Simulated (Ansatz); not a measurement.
Consider the atomization: `CB(O)F` → B• + C• + F• + 4 H• + O•.

Isolated molecules relaxed with PBE0-D4/def2-TZVP in Ansatz; ΔE leaves out vibrations. CCSD(T)/CBS is the MP2 limit (def2-TZVPP, def2-QZVPP) plus CCSD(T) − MP2 in def2-TZVPP, frozen cores. This one scheme is used for every species, atoms too. Functionals use def2-TZVPP. No spin–orbit coupling; open shells (•) take unrestricted orbitals. Spin–orbit coupling would lower the free atoms: a little for B, C, F, O. Each species was taken in one conformer, which may not be the lowest.

`CB(O)F`:

Z-matrix (Å, degrees):
```
C
B 1 1.558
H 1 1.094 2 110.3
H 1 1.090 2 112.6 3 121.6
H 1 1.094 2 110.2 3 -116.8
O 2 1.353 1 122.1 3 -121.7
F 2 1.343 1 119.9 3 58.3
H 6 0.962 2 112.8 1 -180.0
```

| level | ΔE (kcal/mol) |
| --- | --- |
| r2SCAN-D4 | 810.3 |
| PBE0-D4 | 806.3 |
| BHLYP-D4 | 781.7 |
| ωB97X-V | 805.1 |
| PBE-QIDH | 802.3 |
| r2SCANh | 804.2 |
| r2SCAN0 | 796.1 |
| MP2/CBS(def2) | 825.6 |

(1) What does CCSD(T)/CBS give? (An estimate is asked.)

(2) What do rigid-rotor, harmonic-oscillator terms from PBE0-D4/def2-TZVP frequencies (298.15 K, 1 bar) make of the CCSD(T)/CBS value? (Estimate.)

Largest T1 diagnostic among the species: 0.014.

Answers

(1) The calculation gave: +805.4 kcal/mol. The listed levels differ from it by 4.9, 0.9, -23.7, -0.3, -3.1, -1.2, -9.3, 20.2 kcal/mol.

(2) The calculation gave: ΔZPE = -36.8 kcal/mol, ΔH = +776.7 kcal/mol, ΔS = 798 J/(mol·K), ΔG = +719.9 kcal/mol. Open shells count their whole term as degenerate.

From r2SCAN to r2SCAN0 (25 % exact exchange), in def2-TZVPP and without D4, ΔE moves by −13.7 kcal/mol: exact exchange takes away binding that semilocal exchange gives to molecules. The D4 term adds +3.6 kcal/mol with B3LYP and +1.9 kcal/mol with PBE0; it sums over pairs of atoms, weighted by their polarisabilities, and B3LYP, whose exchange is more repulsive, gets the larger term.

B3LYP here is the variant with VWN-RPA as its local correlation; programs differ in this.

For atomizations the MP2-based limit and the directly extrapolated one differ by several kJ/mol either way, and by 10 to 25 for some Ge, Se and Sn compounds, so smaller differences from it don't rank the levels.
